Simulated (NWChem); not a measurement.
System: TiNH2OCl; SMILES [NH]=[Ti]([OH])[Cl]

Input file for NWChem:

```
start job
memory heap 200 mb stack 900 mb global 1100 mb
geometry units angstroms noautosym nocenter noautoz
  Ti    -0.055918     0.382862    -0.094255
  N     -1.547939     1.058604     0.095639
  H     -2.494459     1.397052     0.265147
  Cl     0.166158    -1.856295     0.030854
  O      1.291359     1.550436     0.088586
  H      1.310583     2.492498     0.280822
end
basis spherical
  Ti library cc-pvtz
  N library cc-pvtz
  H library cc-pvtz
  Cl library cc-pvtz
  O library cc-pvtz
end
dft
  xc xpbe96 cpbe96
  iterations 150
  semidirect filesize 400000000
end
property
  efieldgrad
end
task dft property
```

Excerpt of the output:

```
             Northwest Computational Chemistry Package (NWChem) 7.3.0
             --------------------------------------------------------

                             Geometry "geometry" -> ""
                             -------------------------

 Output coordinates in angstroms (scale by  1.889725989 to convert to a.u.)

  No.       Tag          Charge          X              Y              Z
 ---- ---------------- ---------- -------------- -------------- --------------
    1 Ti                  22.0000    -0.05591800     0.38286200    -0.09425500
    2 N                    7.0000    -1.54793900     1.05860400     0.09563900
    3 H                    1.0000    -2.49445900     1.39705200     0.26514700
    4 Cl                  17.0000     0.16615800    -1.85629500     0.03085400
    5 O                    8.0000     1.29135900     1.55043600     0.08858600
    6 H                    1.0000     1.31058300     2.49249800     0.28082200

 Effective nuclear repulsion energy (a.u.)     261.6965178675

  pbe96 is a nonlocal functional; adding pw91lda local functional.
                              NWChem Property Module
                              ----------------------

  itol2e modified to match energy
  convergence criterion.

                                 NWChem DFT Module
                                 -----------------

 Summary of "ao basis" -> "ao basis" (spherical)
 ------------------------------------------------------------------------------
       Tag                 Description            Shells   Functions and Types
 ---------------- ------------------------------  ------  ---------------------
 Ti                         cc-pvtz                 20       68   7s6p4d2f1g
 N                          cc-pvtz                 10       30   4s3p2d1f
 H                          cc-pvtz                  6       14   3s2p1d
 Cl                         cc-pvtz                 12       34   5s4p2d1f
 O                          cc-pvtz                 10       30   4s3p2d1f

  itol2e modified to match energy
  convergence criterion.

            General Information
            -------------------
          SCF calculation type: DFT
          Wavefunction type:  closed shell.
          No. of atoms     :     6
          No. of electrons :    56
           Alpha electrons :    28
            Beta electrons :    28
          Charge           :     0
          Spin multiplicity:     1
          Use of symmetry is: off; symmetry adaption is: off
          Maximum number of iterations: 150
          AO basis - number of functions:   190
                     number of shells:    64
          Convergence on energy requested:  1.00D-07
          Convergence on density requested:  1.00D-05
          Convergence on gradient requested:  5.00D-04

              XC Information
              --------------
          PerdewBurkeErnzerhof Exchange Functional  1.000
            Perdew 1991 LDA Correlation Functional  1.000 local
           PerdewBurkeErnz. Correlation Functional  1.000 non-local

             Grid Information
             ----------------
          Grid used for XC integration:  fine
          Radial quadrature: Mura-Knowles
          Angular quadrature: Lebedev.
          Tag              B.-S. Rad. Rad. Pts. Rad. Cut. Ang. Pts.
          ---              ---------- --------- --------- ---------
          Ti                  1.40      140          11.0       974
          N                   0.65       70          10.0       590
          H                   0.35       60          12.0       590
          Cl                  1.00      123          12.0       770
          O                   0.60       70          11.0       590
          Grid pruning is: on
          Number of quadrature shells:   523
          Spatial weights used:  Erf1

      Superposition of Atomic Density Guess
      -------------------------------------

 Sum of atomic energies:       -1437.95781449

      Non-variational initial energy
      ------------------------------

 Total energy =   -1438.314718
 1-e energy   =   -2496.135839
 2-e energy   =     796.124602
 HOMO         =      -0.383592
 LUMO         =      -0.087411

------------------------------------------------------------
EAF file 0: "./job.aoints.0" size=670564352 bytes
------------------------------------------------------------
               write      read    awrite     aread      wait
               -----      ----    ------     -----      ----
     calls:     1279         0         0         0         0
   data(b): 6.71e+08  0.00e+00  0.00e+00  0.00e+00
   time(s): 0.00e+00  0.00e+00  0.00e+00  0.00e+00  0.00e+00
rate(mb/s): 0.00e+00  0.00e+00
------------------------------------------------------------

   convergence    iter        energy       DeltaE   RMS-Dens  Diis-err
 ---------------- ----- ----------------- --------- --------- ---------
 d= 0,ls=0.0,diis     1  -1439.9358631943 -1.70D+03  1.32D-01  4.69D+00
 d= 0,ls=0.0,diis     2  -1417.7777781544  2.22D+01  9.45D-02  2.33D+02
 d= 0,ls=0.0,diis     3  -1434.4650398601 -1.67D+01  1.47D-02  6.87D+01
 d= 0,ls=0.0,diis     4  -1437.9525448530 -3.49D+00  7.75D-03  3.49D+01
 d= 0,ls=0.0,diis     5  -1438.9450905417 -9.93D-01  5.87D-03  1.97D+01
 d= 0,ls=0.0,diis     6  -1439.4455340845 -5.00D-01  9.70D-03  1.43D+01
 d= 0,ls=0.0,diis     7  -1440.0971214922 -6.52D-01  5.96D-03  4.48D+00
 d= 0,ls=0.0,diis     8  -1440.5186012570 -4.21D-01  1.46D-03  7.44D-02
  Resetting Diis
 d= 0,ls=0.0,diis     9  -1440.5259936320 -7.39D-03  7.89D-04  2.38D-02
 d= 0,ls=0.0,diis    10  -1440.5288274488 -2.83D-03  5.96D-04  7.43D-04
 d= 0,ls=0.0,diis    11  -1440.5275094411  1.32D-03  6.73D-04  1.37D-02
 d= 0,ls=0.0,diis    12  -1440.5288397232 -1.33D-03  1.44D-04  7.68D-04
 d= 0,ls=0.0,diis    13  -1440.5289124037 -7.27D-05  3.48D-05  1.19D-05
 d= 0,ls=0.0,diis    14  -1440.5289131911 -7.87D-07  1.01D-05  3.50D-06
 d= 0,ls=0.0,diis    15  -1440.5289135543 -3.63D-07  2.52D-06  2.23D-07
 d= 0,ls=0.0,diis    16  -1440.5289135715 -1.73D-08  6.05D-07  4.08D-08

         Total DFT energy =    -1440.528913571540
      One electron energy =    -2501.351300959078
           Coulomb energy =      885.175683684838
    Exchange-Corr. energy =      -86.049814164809
 Nuclear repulsion energy =      261.696517867509

 Numeric. integr. density =       56.000000019104

                       DFT Final Molecular Orbital Analysis
                       ------------------------------------

 Vector   26  Occ=2.000000D+00  E=-2.744341D-01
              MO Center=  9.4D-02, -1.3D+00,  3.6D-02, r^2= 2.8D+00
   Bfn.  Coefficient  Atom+Function         Bfn.  Coefficient  Atom+Function
  ----- ------------  ---------------      ----- ------------  ---------------
   121      0.480617  4 Cl px               127      0.301965  4 Cl px
   124      0.231467  4 Cl px                15      0.128503  1 Ti py
   154     -0.118697  5 O  px               151     -0.100916  5 O  px
    77      0.099837  2 N  py                26     -0.096957  1 Ti d -2
   157     -0.096127  5 O  px                74      0.078018  2 N  py

 Vector   27  Occ=2.000000D+00  E=-2.576409D-01
              MO Center= -1.1D+00,  7.6D-01,  4.4D-02, r^2= 1.9D+00
   Bfn.  Coefficient  Atom+Function         Bfn.  Coefficient  Atom+Function
  ----- ------------  ---------------      ----- ------------  ---------------
    29      0.369671  1 Ti d  1              78      0.330038  2 N  pz
    75      0.265701  2 N  pz                81      0.266081  2 N  pz
    16      0.206544  1 Ti pz                27      0.169281  1 Ti d -1
    19     -0.124550  1 Ti pz               123      0.114483  4 Cl pz
    13     -0.084063  1 Ti pz               129      0.083702  4 Cl pz

 Vector   28  Occ=2.000000D+00  E=-2.377552D-01
              MO Center= -1.0D+00,  5.7D-01,  6.0D-02, r^2= 2.7D+00
   Bfn.  Coefficient  Atom+Function         Bfn.  Coefficient  Atom+Function
  ----- ------------  ---------------      ----- ------------  ---------------
    77      0.313365  2 N  py                80      0.264469  2 N  py
    74      0.253001  2 N  py                30     -0.241335  1 Ti d  2
    15      0.187767  1 Ti py                26     -0.176023  1 Ti d -2
   121     -0.173827  4 Cl px                14      0.159479  1 Ti px
   127     -0.132270  4 Cl px                76      0.124613  2 N  px

 Vector   29  Occ=0.000000D+00  E=-1.408547D-01
              MO Center= -7.8D-02,  4.2D-01, -2.4D-01, r^2= 1.8D+00
   Bfn.  Coefficient  Atom+Function         Bfn.  Coefficient  Atom+Function
  ----- ------------  ---------------      ----- ------------  ---------------
    28      0.825905  1 Ti d  0               4      0.429500  1 Ti s
    15      0.136274  1 Ti py                18     -0.094209  1 Ti py
    27     -0.093216  1 Ti d -1               7      0.092076  1 Ti s
    16     -0.082748  1 Ti pz                30      0.070586  1 Ti d  2
   100     -0.070017  3 H  s                 43      0.063101  1 Ti d  0

 Vector   30  Occ=0.000000D+00  E=-1.143056D-01
              MO Center=  1.2D-02,  2.3D-01, -1.1D-01, r^2= 1.6D+00
   Bfn.  Coefficient  Atom+Function         Bfn.  Coefficient  Atom+Function
  ----- ------------  ---------------      ----- ------------  ---------------
    27      0.936493  1 Ti d -1              16     -0.321491  1 Ti pz
    29     -0.238249  1 Ti d  1              19      0.224192  1 Ti pz
    15     -0.212482  1 Ti py               129      0.163595  4 Cl pz
    18      0.160598  1 Ti py               123      0.153312  4 Cl pz
   159     -0.147975  5 O  pz               156     -0.120101  5 O  pz

[...]

          -----------------------
          Electric field gradient
          -----------------------

 1 a.u. = 0.324123 10**(16) esu/cm**3  ( or statvolts/cm**2 ) = 0.97174 10**(22) v/m**2

 ------------------------------------------------------------
   Atom      X         Y         Z
 ------------------------------------------------------------
    1 Ti  -0.10567   0.72350  -0.17812
 ------------------------------------------------------------

 Electric field gradient in molecular frame (a.u.)
         XX             YY             ZZ             XY             XZ             YZ
 ------------------------------------------------------------------------------------------
        1.035014       0.835439      -1.870453      -0.027517      -0.070473       0.167021

 Principal components (a.u.) and orientation
 of principal axis w.r.t. absolute frame                      Asymmetry parameter eta
 --------------------------------------------------------------------------------------
       -1.882339       1.041781       0.840558                       0.106900

        0.023529       0.986844       0.159954
       -0.061085      -0.158280       0.985503
        0.997855      -0.032958       0.056557

 ------------------------------------------------------------
   Atom      X         Y         Z
 ------------------------------------------------------------
    2 N   -2.92518   2.00047   0.18073
 ------------------------------------------------------------

 Electric field gradient in molecular frame (a.u.)
         XX             YY             ZZ             XY             XZ             YZ
 ------------------------------------------------------------------------------------------
       -0.095016       0.222016      -0.127000       0.139219       0.006443       0.018991

 Principal components (a.u.) and orientation
 of principal axis w.r.t. absolute frame                      Asymmetry parameter eta
 --------------------------------------------------------------------------------------
        0.275470      -0.147495      -0.127975                       0.070859

        0.352081       0.934661      -0.049481
        0.934647      -0.353902      -0.034480
        0.049739       0.034108       0.998180

 ------------------------------------------------------------
   Atom      X         Y         Z
 ------------------------------------------------------------
    3 H   -4.71384   2.64005   0.50106
 ------------------------------------------------------------

 Electric field gradient in molecular frame (a.u.)
         XX             YY             ZZ             XY             XZ             YZ
 ------------------------------------------------------------------------------------------
       -0.309347       0.135388       0.173959       0.183940       0.089484      -0.031670

 Principal components (a.u.) and orientation
 of principal axis w.r.t. absolute frame                      Asymmetry parameter eta
 --------------------------------------------------------------------------------------
       -0.391499       0.201627       0.189872                       0.030027

        0.927954       0.344964       0.141069
       -0.333907       0.937657      -0.096460
       -0.165550       0.042407       0.985289

 ------------------------------------------------------------
   Atom      X         Y         Z
 ------------------------------------------------------------
    4 Cl   0.31399  -3.50789   0.05831
 ------------------------------------------------------------

 Electric field gradient in molecular frame (a.u.)
         XX             YY             ZZ             XY             XZ             YZ
 ------------------------------------------------------------------------------------------
        0.530629      -0.324496      -0.206132       0.168313      -0.022794      -0.056978

 Principal components (a.u.) and orientation
 of principal axis w.r.t. absolute frame                      Asymmetry parameter eta
 --------------------------------------------------------------------------------------
        0.563986      -0.372619      -0.191367                       0.321378

        0.981109      -0.167543       0.096719
        0.188617       0.939553      -0.285768
       -0.042994       0.298612       0.953406

 ------------------------------------------------------------
   Atom      X         Y         Z
 ------------------------------------------------------------
    5 O    2.44031   2.92990   0.16740
 ------------------------------------------------------------

 Electric field gradient in molecular frame (a.u.)
         XX             YY             ZZ             XY             XZ             YZ
 ------------------------------------------------------------------------------------------
        0.674796      -0.969930       0.295134      -0.215853      -0.010448      -0.269463

 Principal components (a.u.) and orientation
 of principal axis w.r.t. absolute frame                      Asymmetry parameter eta
 --------------------------------------------------------------------------------------
       -1.051374       0.704241       0.347133                       0.339658

        0.122849       0.988257      -0.090869
        0.972947      -0.137984      -0.185297
        0.195659       0.065647       0.978472

 ------------------------------------------------------------
   Atom      X         Y         Z
 ------------------------------------------------------------
    6 H    2.47664   4.71014   0.53068
 ------------------------------------------------------------

 Electric field gradient in molecular frame (a.u.)
         XX             YY             ZZ             XY             XZ             YZ
 ------------------------------------------------------------------------------------------
        0.244721      -0.456053       0.211332      -0.019622      -0.003325      -0.141685

 Principal components (a.u.) and orientation
 of principal axis w.r.t. absolute frame                      Asymmetry parameter eta
 --------------------------------------------------------------------------------------
       -0.485428       0.245346       0.240083                       0.010842

        0.027233       0.991751      -0.125257
        0.979556      -0.051461      -0.194479
        0.199321       0.117400       0.972876
```

Level: PBE/cc-pVTZ. All runs use the structure optimised with PBE0/def2-SVP. NWChem prints the field gradient with the sign opposite to the second derivative of the potential.
